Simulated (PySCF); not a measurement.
## Static response to an electric field

Compound: C5H9ClSi2.
Numbering: `[CH:1]#[C:2][C@@H:3]1[SiH2:4][CH2:5][Si@H:6]1[CH2:7][Cl:8]` (hydrogens: H9 on C1; H10 on C3; H11, H12 on Si4; H13, H14 on C5; H15 on Si6; H16, H17 on C7)

Cartesian coordinates in Å at the PBE0-D3(BJ)/def2-SVP level; atoms count from 1:
```xyz
17
C5H9ClSi2 angstrom
C      0.0739    3.4383    0.1477
C      0.1274    2.2600    0.4352
C      0.2005    0.8515    0.7237
Si     1.8240   -0.0582    0.2070
C      0.8972   -1.1588   -1.0339
Si    -0.7167   -0.3295   -0.4959
C     -1.8459   -1.5242    0.4365
Cl    -2.3380   -2.8366   -0.6818
H      0.0252    4.4827   -0.0959
H     -0.0653    0.6439    1.7755
H      2.8312    0.8610   -0.3963
H      2.4292   -0.8121    1.3473
H      0.9309   -2.2431   -0.8485
H      1.1706   -0.9825   -2.0852
H     -1.4833    0.3779   -1.5595
H     -2.7561   -1.0319    0.8092
H     -1.3320   -1.9864    1.2927
```

Level: CAM-B3LYP/def2-SVPD (PySCF), static field, nuclei fixed, core orbitals frozen in the response. The polarisability tensor in these axes (au):

```
x   121.16   9.72   5.39
y     9.72 147.28   4.16
z     5.39   4.16  99.27
```

Question: Give the principal values, the mean and the anisotropy Δα = √{½[(α1 − α2)² + (α2 − α3)² + (α1 − α3)²]}.

Answer: Principal values 97.94, 118.65 and 151.11 au; mean 122.57 au = 18.16 Å³ = 20.21 × 10⁻⁴⁰ C²·m²/J; Δα = 46.43 au (38 % of the mean).

Question: What is the dipole moment, and where does it point?

Answer: (0.59, -0.16, 0.88) D, 1.07 D in size, pointing from the negative to the positive side. Measured along this direction, the outermost atoms are H15 at the negative end and H12 at the positive end.

Question: Give the principal axes and the span of the nuclei along them.

Answer: Largest value along (0.32, 0.94, 0.11), where the nuclei span 7.71 Å; middle along (0.92, -0.34, 0.18), 4.81 Å; least along (-0.21, -0.04, 0.98), 3.96 Å. The response follows the extents in order.

Question: What depolarisation ratio follows for Rayleigh scattering of linearly polarised light, taking the static tensor?

Answer: ρ = 3Δα²/(45ᾱ² + 4Δα²) = 6466.6/(676010 + 8622.1) = 0.00945.

Question: Orientational against electronic polarisability at 273 K (dilute gas, rigid molecules)?

Answer: In Gaussian units μ²/3kT = 10.04 Å³ against 18.16 Å³, a ratio of 0.55; the Debye molar polarisation (4π/3)N_A(α + μ²/3kT) is 71.1 cm³/mol, leaving out the vibrational part.

Question: In TDDFT the mean static polarisability is Σ f/ω² over all singlet excitations (ω in hartree). How much of it do the 10 lowest give? Their energies (eV) and oscillator strengths: 5.82, 0.0058; 6.01, 0.0133; 6.34, 0.0283; 6.47, 0.0047; 6.58, 0.0052; 6.73, 0.0114; 6.75, 0.0212; 6.88, 0.0197; 7.14, 0.0476; 7.17, 0.0187.

Answer: They add up to 2.89 au, 2.4 % of the 122.57 au; the largest single term is 0.69 au, from the state at 7.14 eV. Terms in order: 0.13, 0.27, 0.52, 0.08, 0.09, 0.19, 0.34, 0.31, 0.69, 0.27 au. Higher excitations give the rest. The strengths listed sum to 0.176.

Question: What are the principal values of the traceless quadrupole moment, Θ = ½Σq(3rr − r²1), about the centre of nuclear charge?

Answer: -11.01, 3.72, 7.29 D·Å. The values depend on the origin, since the dipole doesn't vanish. The electronic extent ⟨r²⟩ about the same centre is 2011 bohr², a root-mean-square distance of 2.59 Å for the 84 electrons.

Isolated species at its PBE0-D3(BJ)/def2-SVP geometry (one conformer only).

These values come from a run that also computed excited states and ΔSCF ions. Hardware: one thread, Arm Neoverse N1 (aarch64), shared host with 64 logical CPUs at a one-minute load of 62. Cost: 7.2 min (with the writing of density and orbital grids), 1.5 GiB resident at most.
